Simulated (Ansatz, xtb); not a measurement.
Reaction (SMILES): CC(C)(C)OB(O)O [(2-methylpropan-2-yl)oxyboronic acid] + 7 [H][H] (H2) -> B (BH3) + 4 C (CH4) + 3 O (H2O)
Structures are relaxed separately at B3LYP-D3(BJ)/def2-TZVP in Ansatz (an electronic-structure program), one conformer each, not searched for the lowest.

Wanted: energy of full hydrogenation (electronic energy difference), in kcal/mol. Correlated levels leave the core frozen unless marked. No spin-orbit coupling. Non-relativistic. CBS marks a two-point X^-3 extrapolation of the correlation energy; Hartree-Fock from the larger set. The bracket is a focal-point correction in the basis named.

```json
[
 {"level": "GFN2-xTB", "program": "xtb", "energy of full hydrogenation (kcal/mol)": "-16.8"},
 {"level": "revPBE-D3(BJ)/def2-TZVPD", "program": "Ansatz + dftd3", "energy of full hydrogenation (kcal/mol)": "[?]"},
 {"level": "PBE0-D4/def2-TZVP", "program": "Ansatz + dftd4", "energy of full hydrogenation (kcal/mol)": "17.8"},
 {"level": "CAM-B3LYP/def2-TZVPD", "program": "Ansatz", "energy of full hydrogenation (kcal/mol)": "[?]"},
 {"level": "LC-wPBE-D3(BJ)/def2-TZVPD", "program": "Ansatz + dftd3", "energy of full hydrogenation (kcal/mol)": "[?]"},
 {"level": "PBE-QIDH/def2-TZVPD", "program": "Ansatz", "energy of full hydrogenation (kcal/mol)": "14.2"},
 {"level": "SCS-MP2/STO-3G", "program": "Ansatz", "energy of full hydrogenation (kcal/mol)": "83.5"},
 {"level": "SCS-MP2/aug-cc-pVTZ", "program": "Ansatz", "energy of full hydrogenation (kcal/mol)": "12.2"},
 {"level": "RI-MP2/CBS(aug-cc-pVTZ,aug-cc-pVQZ)+[CCSD(T)-MP2]/aug-cc-pVTZ", "program": "Ansatz", "energy of full hydrogenation (kcal/mol)": "14.1"}
]
```

**Question.** Fill in the missing entries.

**Answer.** 
- revPBE-D3(BJ)/def2-TZVPD, energy of full hydrogenation (kcal/mol): 14.3
- CAM-B3LYP/def2-TZVPD, energy of full hydrogenation (kcal/mol): 7.7
- LC-wPBE-D3(BJ)/def2-TZVPD, energy of full hydrogenation (kcal/mol): 13.0
